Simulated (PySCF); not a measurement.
Mapped SMILES: `[CH3:1][C:2]#[C:3][Si@H:4]([CH3:5])[SiH:6]([SiH3:7])[SiH3:8]` (H(Xn): hydrogen on atom n).

Geometry: PBE0-D3(BJ)/def2-SVP; GIAO shifts from PySCF, gas phase, non-relativistic, averaged over equivalent atoms.

At PBE0/pcSseg-1 (234 basis functions, 2 min wall time on 1 thread of an Arm Neoverse N1, shared host):
```json
{"atoms": "C2", "δ (ppm)": "118.1"}
{"atoms": "C3", "δ (ppm)": "82.6"}
{"atoms": "C1", "δ (ppm)": "6.1"}
{"atoms": "C5", "δ (ppm)": "-2.9"}
{"atoms": "Si4", "δ (ppm)": "-61.3"}
{"atoms": "Si7", "δ (ppm)": "-103.0"}
{"atoms": "Si8", "δ (ppm)": "-105.1"}
{"atoms": "Si6", "δ (ppm)": "-129.3"}
{"atoms": "H(Si4)", "δ (ppm)": "4.58"}
{"atoms": "H(Si7)", "δ (ppm)": "3.68"}
{"atoms": "H(Si8)", "δ (ppm)": "3.68"}
{"atoms": "H(Si6)", "δ (ppm)": "3.04"}
{"atoms": "H(C1)", "δ (ppm)": "1.97"}
{"atoms": "H(C5)", "δ (ppm)": "0.41"}
```

Scale: ¹³C (184.41 ppm) and ²⁹Si (351.99 ppm) and ¹H (31.27 ppm) against TMS (reference shieldings calculated alike).

Question: Estimate the result of repeating the calculation with mPW1PW91/pcSseg-1.

Answer: 
```json
{"atoms": "C2", "δ at mPW1PW91/pcSseg-1": "117.8", "change": "-0.3"}
{"atoms": "C3", "δ at mPW1PW91/pcSseg-1": "82.3", "change": "-0.3"}
{"atoms": "C1", "δ at mPW1PW91/pcSseg-1": "6.3", "change": "+0.2"}
{"atoms": "C5", "δ at mPW1PW91/pcSseg-1": "-2.9", "change": "+0.0"}
{"atoms": "Si4", "δ at mPW1PW91/pcSseg-1": "-60.7", "change": "+0.6"}
{"atoms": "Si7", "δ at mPW1PW91/pcSseg-1": "-101.0", "change": "+2.0"}
{"atoms": "Si8", "δ at mPW1PW91/pcSseg-1": "-103.0", "change": "+2.1"}
{"atoms": "Si6", "δ at mPW1PW91/pcSseg-1": "-127.6", "change": "+1.7"}
{"atoms": "H(Si4)", "δ at mPW1PW91/pcSseg-1": "4.54", "change": "-0.04"}
{"atoms": "H(Si7)", "δ at mPW1PW91/pcSseg-1": "3.66", "change": "-0.02"}
{"atoms": "H(Si8)", "δ at mPW1PW91/pcSseg-1": "3.66", "change": "-0.02"}
{"atoms": "H(Si6)", "δ at mPW1PW91/pcSseg-1": "3.01", "change": "-0.03"}
{"atoms": "H(C1)", "δ at mPW1PW91/pcSseg-1": "1.97", "change": "+0.00"}
{"atoms": "H(C5)", "δ at mPW1PW91/pcSseg-1": "0.41", "change": "+0.00"}
```

References, each an isolated molecule treated in the same way: ¹³C (183.54 ppm), ²⁹Si (350.83 ppm), ¹H (31.32 ppm) against TMS.

The largest change is at Si8 (silicon bonded to Si, 3 H). Cost: 234 basis functions, 96 s wall time on 1 thread of an Arm Neoverse N1, shared host. The order of the carbon signals is the same at both levels.
